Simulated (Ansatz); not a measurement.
Reaction (isomerisation): `CCOBS` → `CSB(C)O`

Program: Ansatz. Geometries: PBE0-D4/def2-TZVP. ΔE: electronic, gas phase. CBS: MP2 limit from def2 TZ/QZ plus the TZ coupled-cluster correction, frozen cores. DFT in def2-TZVPP. B3LYP here is the variant with VWN-RPA as its local correlation; programs differ in this. One conformer a species, not always the lowest.

`CCOBS`:

Z-matrix (Å, degrees):
```
C
C 1 1.509
H 1 1.092 2 110.6
H 1 1.092 2 110.8 3 120.2
H 1 1.093 2 110.1 3 -119.9
O 2 1.420 1 110.3 3 -56.9
H 2 1.093 1 110.7 3 61.3
H 2 1.096 1 111.0 3 -178.7
B 6 1.343 2 121.8 1 -112.2
S 9 1.808 6 117.3 2 178.7
H 9 1.199 6 121.9 2 -1.3
H 10 1.341 9 95.3 6 179.8
```

`CSB(C)O`:

Z-matrix (Å, degrees):
```
C
S 1 1.806
H 1 1.089 2 111.0
H 1 1.089 2 111.0 3 -122.5
H 1 1.089 2 107.0 3 118.7
B 2 1.818 1 103.9 3 61.9
O 6 1.363 2 117.6 1 -179.9
C 6 1.565 2 123.6 1 0.2
H 7 0.961 6 114.5 2 -0.0
H 8 1.091 6 111.0 2 -179.2
H 8 1.094 6 111.6 2 -58.3
H 8 1.094 6 111.3 2 60.2
```

CCSD(T)/CBS gives -17.9 kcal/mol.

Problem. Another level gave -17.7 kcal/mol. Which?
A. ωB97M-V/def2-TZVPP
B. MP2/def2-TZVPP
C. B3LYP/def2-TZVPP
D. ωB97X-V/def2-TZVPP

Solution. A. ωB97M-V -17.7, MP2/def2-TZVPP -18.6, B3LYP -15.5, ωB97X-V -16.6 kcal/mol.

Largest T1 diagnostic among the species: 0.013.

In def2-TZVPP, CCSD(T) changes the Hartree–Fock value by −3.4 kcal/mol (the triples alone add −0.5 kcal/mol) and MP2 by −5.3 kcal/mol. The D4 term adds −1.2 kcal/mol with B3LYP and −0.6 kcal/mol with PBE0; it sums over pairs of atoms, weighted by their polarisabilities, and B3LYP, whose exchange is more repulsive, gets the larger term.
